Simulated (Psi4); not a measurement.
CH$_{5}$Si (SMILES [CH2][SiH3]), doublet, geometry from GFN2-xTB. Base run: B3LYP/STO-3G in Psi4.

Here is a job for Psi4.
```
memory 2 GB

molecule mol {
0 2
  C    -0.017114    0.138611   -1.259453
  Si    0.007741   -0.066092    0.572412
  H    -0.929594    0.229158   -1.822280
  H     0.880094    0.207405   -1.849264
  H     0.033502    1.243348    1.244482
  H    -1.197921   -0.778685    1.002944
  H     1.208229   -0.807607    0.967066
}

set basis sto-3g
set reference uks

energy('b3lyp')
print_variables()
```

Each row names what was changed in the base input (with any setting that the change needs).

| change | ΔE vs base (mEh) | SCF cycles | grid points | basis functions |
|---|---|---|---|---|
| base | 0.000 | 7 | 150570 | 19 |
| diis_max_vecs = 15 | 0.000 | 7 | 150570 | 19 |
| dft_spherical_points = 194 | 0.006 | 7 | 96996 | 19 |
| scf_type = dfdirj+link | -0.140 | 7 | 150570 | 19 |
| dft_radial_points = 150 | 0.000 | 7 | 298595 | 19 |
| soscf = true | 0.000 | 5 | 150570 | 19 |
| df_basis_scf = def2-universal-jkfit | 0.000 | 7 | 150570 | 19 |
| d_convergence = 1e-4 | 0.000 | 6 | 150570 | 19 |
| guess = huckel | 0.000 | 12 | 150570 | 19 |
| dft_radial_points = 99 | 0.000 | 7 | 197746 | 19 |
| scf_type = mem_df | 0.000 | 7 | 150570 | 19 |
| dft_nuclear_scheme = becke | 0.006 | 7 | 149461 | 19 |
| dft_radial_scheme = mura | 0.000 | 7 | 152547 | 19 |

Open shells are given as the SCF converged; they aren't shown to be the lowest states, and a large step between rows can be another state.
